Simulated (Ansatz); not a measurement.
**Molecular dynamics of AlClFH$_{2}$O$_{2}$**

input.yaml

```yaml
crystal:
  periodic: [false, false, false]
  atoms:
    - { symbol: Al, position_ang: [-0.021179, -0.433324, 0.221177] }
    - { symbol: F, position_ang: [-0.155137, -1.72113, 1.374285] }
    - { symbol: O, position_ang: [1.447759, -0.321187, -0.598531] }
    - { symbol: H, position_ang: [2.15941, 0.318691, -0.589472] }
    - { symbol: O, position_ang: [-1.461655, 0.074997, -0.515674] }
    - { symbol: H, position_ang: [-2.349784, -0.098524, -0.193698] }
    - { symbol: Cl, position_ang: [0.170786, 0.381876, 2.475514] }
magnetization:
  spin_polarized: true
  initial_magnetization: 1
basis:
  gaussian: { orbitals: def2-SVP }
hamiltonian:
  xc: b3lyp
md:
  timestep: 0.5
  n_steps: 200
  ensemble: nve
  temperature: 300.0
  initial_velocities: maxwell_boltzmann
  seed: 9522
```

Command:

```bash
$ ansatz run input.yaml --threads 4 --pin off --max-ram 5120MiB --backend cpu --events-out ev --progress --plain --runs-dir out
```

It starts at the highest image of a converged band. Of that band: The profile has 2 maxima (images 1, 5) with wells between them (image 2): this band takes more than one step, which may be the mechanism or a detour left from its start path. A vibrational analysis at the climbing image gives one clearly imaginary mode, 265i cm⁻¹: a first-order saddle point.

Output, in part (one step line in 4, the closing report, with atoms numbered from 0):

```
md step     0: t =     0.00 fs  T =   300.0 K  F+E_penalty+E_count = -25956.17163370 eV  E_kin = 0.193890 eV  conserved = -25955.97774370 eV  (119 SCF iters)
md step     4: t =     2.00 fs  T =   284.7 K  F+E_penalty+E_count = -25956.16165058 eV  E_kin = 0.183995 eV  conserved = -25955.97765579 eV  (39 SCF iters)
md step     8: t =     4.00 fs  T =   255.3 K  F+E_penalty+E_count = -25956.14267890 eV  E_kin = 0.164980 eV  conserved = -25955.97769918 eV  (41 SCF iters)
md step    12: t =     6.00 fs  T =   210.0 K  F+E_penalty+E_count = -25956.11334888 eV  E_kin = 0.135745 eV  conserved = -25955.97760339 eV  (44 SCF iters)
md step    16: t =     8.00 fs  T =   171.5 K  F+E_penalty+E_count = -25956.08848624 eV  E_kin = 0.110842 eV  conserved = -25955.97764396 eV  (44 SCF iters)
md step    20: t =    10.00 fs  T =   136.9 K  F+E_penalty+E_count = -25956.06607401 eV  E_kin = 0.088502 eV  conserved = -25955.97757233 eV  (44 SCF iters)
md step    24: t =    12.00 fs  T =   121.5 K  F+E_penalty+E_count = -25956.05614690 eV  E_kin = 0.078524 eV  conserved = -25955.97762281 eV  (45 SCF iters)
md step    28: t =    14.00 fs  T =   117.6 K  F+E_penalty+E_count = -25956.05360382 eV  E_kin = 0.076023 eV  conserved = -25955.97758102 eV  (43 SCF iters)
md step    32: t =    16.00 fs  T =   131.1 K  F+E_penalty+E_count = -25956.06237493 eV  E_kin = 0.084747 eV  conserved = -25955.97762780 eV  (45 SCF iters)
md step    36: t =    18.00 fs  T =   151.1 K  F+E_penalty+E_count = -25956.07525583 eV  E_kin = 0.097635 eV  conserved = -25955.97762038 eV  (43 SCF iters)
md step    40: t =    20.00 fs  T =   175.4 K  F+E_penalty+E_count = -25956.09099526 eV  E_kin = 0.113339 eV  conserved = -25955.97765579 eV  (47 SCF iters)
md step    44: t =    22.00 fs  T =   194.4 K  F+E_penalty+E_count = -25956.10330084 eV  E_kin = 0.125641 eV  conserved = -25955.97765936 eV  (46 SCF iters)
md step    48: t =    24.00 fs  T =   204.9 K  F+E_penalty+E_count = -25956.11009052 eV  E_kin = 0.132434 eV  conserved = -25955.97765682 eV  (48 SCF iters)
md step    52: t =    26.00 fs  T =   207.0 K  F+E_penalty+E_count = -25956.11143924 eV  E_kin = 0.133768 eV  conserved = -25955.97767107 eV  (45 SCF iters)
md step    56: t =    28.00 fs  T =   199.3 K  F+E_penalty+E_count = -25956.10642891 eV  E_kin = 0.128796 eV  conserved = -25955.97763322 eV  (48 SCF iters)
md step    60: t =    30.00 fs  T =   190.4 K  F+E_penalty+E_count = -25956.10072891 eV  E_kin = 0.123067 eV  conserved = -25955.97766152 eV  (49 SCF iters)
md step    64: t =    32.00 fs  T =   177.6 K  F+E_penalty+E_count = -25956.09239416 eV  E_kin = 0.114780 eV  conserved = -25955.97761402 eV  (62 SCF iters)
md step    68: t =    34.00 fs  T =   170.6 K  F+E_penalty+E_count = -25956.08794794 eV  E_kin = 0.110278 eV  conserved = -25955.97767030 eV  (50 SCF iters)
md step    72: t =    36.00 fs  T =   159.8 K  F+E_penalty+E_count = -25956.08085140 eV  E_kin = 0.103251 eV  conserved = -25955.97760059 eV  (68 SCF iters)
md step    76: t =    38.00 fs  T =   158.6 K  F+E_penalty+E_count = -25956.08014748 eV  E_kin = 0.102497 eV  conserved = -25955.97765013 eV  (53 SCF iters)
md step    80: t =    40.00 fs  T =   161.8 K  F+E_penalty+E_count = -25956.08211570 eV  E_kin = 0.104545 eV  conserved = -25955.97757022 eV  (53 SCF iters)
md step    84: t =    42.00 fs  T =   187.1 K  F+E_penalty+E_count = -25956.09851618 eV  E_kin = 0.120893 eV  conserved = -25955.97762303 eV  (71 SCF iters)
md step    88: t =    44.00 fs  T =   225.7 K  F+E_penalty+E_count = -25956.12344853 eV  E_kin = 0.145871 eV  conserved = -25955.97757782 eV  (69 SCF iters)
md step    92: t =    46.00 fs  T =   283.4 K  F+E_penalty+E_count = -25956.16078669 eV  E_kin = 0.183133 eV  conserved = -25955.97765349 eV  (64 SCF iters)
md step    96: t =    48.00 fs  T =   341.9 K  F+E_penalty+E_count = -25956.19859750 eV  E_kin = 0.220956 eV  conserved = -25955.97764163 eV  (69 SCF iters)
md step   100: t =    50.00 fs  T =   398.8 K  F+E_penalty+E_count = -25956.23539387 eV  E_kin = 0.257717 eV  conserved = -25955.97767724 eV  (70 SCF iters)
md step   104: t =    52.00 fs  T =   444.0 K  F+E_penalty+E_count = -25956.26464518 eV  E_kin = 0.286970 eV  conserved = -25955.97767538 eV  (56 SCF iters)
md step   108: t =    54.00 fs  T =   476.0 K  F+E_penalty+E_count = -25956.28529939 eV  E_kin = 0.307639 eV  conserved = -25955.97766055 eV  (67 SCF iters)
md step   112: t =    56.00 fs  T =   499.1 K  F+E_penalty+E_count = -25956.30022869 eV  E_kin = 0.322567 eV  conserved = -25955.97766181 eV  (69 SCF iters)
md step   116: t =    58.00 fs  T =   518.8 K  F+E_penalty+E_count = -25956.31291142 eV  E_kin = 0.335302 eV  conserved = -25955.97760905 eV  (66 SCF iters)
md step   120: t =    60.00 fs  T =   549.9 K  F+E_penalty+E_count = -25956.33302004 eV  E_kin = 0.355377 eV  conserved = -25955.97764294 eV  (69 SCF iters)
md step   124: t =    62.00 fs  T =   586.5 K  F+E_penalty+E_count = -25956.35665671 eV  E_kin = 0.379071 eV  conserved = -25955.97758618 eV  (55 SCF iters)
md step   128: t =    64.00 fs  T =   638.5 K  F+E_penalty+E_count = -25956.39031276 eV  E_kin = 0.412664 eV  conserved = -25955.97764844 eV  (69 SCF iters)
md step   132: t =    66.00 fs  T =   695.9 K  F+E_penalty+E_count = -25956.42739703 eV  E_kin = 0.449791 eV  conserved = -25955.97760641 eV  (51 SCF iters)
md step   136: t =    68.00 fs  T =   766.1 K  F+E_penalty+E_count = -25956.47282875 eV  E_kin = 0.495150 eV  conserved = -25955.97767866 eV  (51 SCF iters)
md step   140: t =    70.00 fs  T =   829.7 K  F+E_penalty+E_count = -25956.51389777 eV  E_kin = 0.536240 eV  conserved = -25955.97765741 eV  (49 SCF iters)
md step   144: t =    72.00 fs  T =   884.0 K  F+E_penalty+E_count = -25956.54901371 eV  E_kin = 0.571309 eV  conserved = -25955.97770509 eV  (51 SCF iters)
md step   148: t =    74.00 fs  T =   918.1 K  F+E_penalty+E_count = -25956.57104621 eV  E_kin = 0.593358 eV  conserved = -25955.97768819 eV  (42 SCF iters)
md step   152: t =    76.00 fs  T =   935.9 K  F+E_penalty+E_count = -25956.58258501 eV  E_kin = 0.604902 eV  conserved = -25955.97768343 eV  (44 SCF iters)
md step   156: t =    78.00 fs  T =   939.9 K  F+E_penalty+E_count = -25956.58515315 eV  E_kin = 0.607477 eV  conserved = -25955.97767635 eV  (43 SCF iters)
md step   160: t =    80.00 fs  T =   934.0 K  F+E_penalty+E_count = -25956.58129587 eV  E_kin = 0.603674 eV  conserved = -25955.97762142 eV  (40 SCF iters)
md step   164: t =    82.00 fs  T =   932.3 K  F+E_penalty+E_count = -25956.58017626 eV  E_kin = 0.602526 eV  conserved = -25955.97764985 eV  (42 SCF iters)
md step   168: t =    84.00 fs  T =   931.3 K  F+E_penalty+E_count = -25956.57950590 eV  E_kin = 0.601890 eV  conserved = -25955.97761598 eV  (41 SCF iters)
md step   172: t =    86.00 fs  T =   936.2 K  F+E_penalty+E_count = -25956.58274557 eV  E_kin = 0.605060 eV  conserved = -25955.97768596 eV  (41 SCF iters)
md step   176: t =    88.00 fs  T =   930.0 K  F+E_penalty+E_count = -25956.57868347 eV  E_kin = 0.601027 eV  conserved = -25955.97765629 eV  (39 SCF iters)
md step   180: t =    90.00 fs  T =   914.8 K  F+E_penalty+E_count = -25956.56893565 eV  E_kin = 0.591227 eV  conserved = -25955.97770889 eV  (41 SCF iters)
md step   184: t =    92.00 fs  T =   880.6 K  F+E_penalty+E_count = -25956.54682356 eV  E_kin = 0.569162 eV  conserved = -25955.97766155 eV  (40 SCF iters)
md step   188: t =    94.00 fs  T =   839.0 K  F+E_penalty+E_count = -25956.51988948 eV  E_kin = 0.542221 eV  conserved = -25955.97766863 eV  (39 SCF iters)
md step   192: t =    96.00 fs  T =   792.6 K  F+E_penalty+E_count = -25956.48990450 eV  E_kin = 0.512258 eV  conserved = -25955.97764606 eV  (39 SCF iters)
md step   196: t =    98.00 fs  T =   749.0 K  F+E_penalty+E_count = -25956.46170072 eV  E_kin = 0.484068 eV  conserved = -25955.97763241 eV  (39 SCF iters)
md step   200: t =   100.00 fs  T =   713.2 K  F+E_penalty+E_count = -25956.43856880 eV  E_kin = 0.460920 eV  conserved = -25955.97764859 eV  (72 SCF iters)
Total energy: -25956.43879672 eV, -953.8815318734 hartree
Atom 0 at     0.033117    -0.637869     0.727747 Å, force     0.192200    -1.739159    -0.202695 eV/Å
Atom 1 at    -0.219049    -2.335331     0.651675 Å, force     0.193093     1.346295     0.592378 eV/Å
Atom 2 at     1.283918    -0.302660    -0.483550 Å, force     0.166139     0.300081    -0.390319 eV/Å
Atom 3 at     1.511335     0.622166    -0.686803 Å, force    -0.019633    -0.177485     0.115211 eV/Å
Atom 4 at    -1.222472     0.210278    -0.135674 Å, force    -0.942838     0.307957    -0.997379 eV/Å
Atom 5 at    -1.952992    -0.221224    -0.616866 Å, force     0.175157     0.033062     0.058732 eV/Å
Atom 6 at     0.136854     0.792166     2.268627 Å, force     0.235883    -0.070750     0.824072 eV/Å
Dipole moment:    -0.129463     0.376412    -0.350215 e Å
```

All steps were run. The conserved energy stayed within 0.026 meV per atom of its start (net change 0.014 meV per atom), so the integration is sound. The kinetic energy rose, since the run started high on the potential surface and went downhill. A run of 0.1 ps of so small a system gives no equilibrium averages.

The same pairs are bonded in the first frame and the last. Pairs count as bonded within 1.25 times the sum of covalent radii (0.12 Å more for H–H).

Last frame:

```xyz
7
Properties=species:S:1:pos:R:3
Al 0.033 -0.638 0.728
F -0.219 -2.335 0.652
O 1.284 -0.303 -0.484
H 1.511 0.622 -0.687
O -1.222 0.210 -0.136
H -1.953 -0.221 -0.617
Cl 0.137 0.792 2.269
```

The run took 7.5 min on 4 threads of Arm Neoverse V1, on a shared host, peak memory 0.32 GiB.
